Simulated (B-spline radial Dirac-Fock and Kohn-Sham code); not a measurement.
# Binding energies of Hg²⁺ at several levels of theory

System: Hg²⁺, [Xe] 4f14 5d9 6p1 (an excited configuration).

The density-functional columns are spherical, spin-unpolarised Dirac-Kohn-Sham results without Breit or QED terms: −ε is minus the orbital energy of the initial state and ΔSCF the difference of two total energies. The reference in the last column comes from Dirac-Fock ΔSCF + Breit + QED. All numbers are from a radial finite-basis atomic code, in eV; a selection of levels is shown. For the 1s level of heavy atoms much of the gap between ΔSCF and the reference is the Breit and QED part, -454.1 eV here; for other levels the error of the functional can be larger.

```
     level   LDA −ε  LDA ΔSCF  Dirac-Fock
    K (1s)  82955.2   83574.9     83131.5
   L1 (2s)  14713.6   14828.8     14883.7
L2 (2p1/2)  14127.3   14276.5     14243.0
L3 (2p3/2)  12181.8   12306.3     12317.4
   M1 (3s)   3510.0    3544.1      3603.6
M2 (3p1/2)   3244.0    3280.9      3318.2
M3 (3p3/2)   2813.2    2846.1      2887.0
M4 (3d3/2)   2369.4    2409.0      2420.6
   N1 (4s)    790.4     806.3       842.8
N2 (4p1/2)    676.2     692.0       720.1
N3 (4p3/2)    571.9     586.8       615.4
N4 (4d3/2)    384.4     399.1       415.1
N6 (4f5/2)    123.3     137.3       135.6
N7 (4f7/2)    119.1     133.0       131.5
   O1 (5s)    142.9     151.8       159.3
O2 (5p1/2)    104.9     113.4       117.1
O3 (5p3/2)    86.26     94.32       98.78
 O4,5 (5d)    33.39     40.21       38.53
 P2,3 (6p)    17.14     20.80       19.09
```

Values without a named source are computed, but for edge energies of neutral atoms, which are taken from tables.
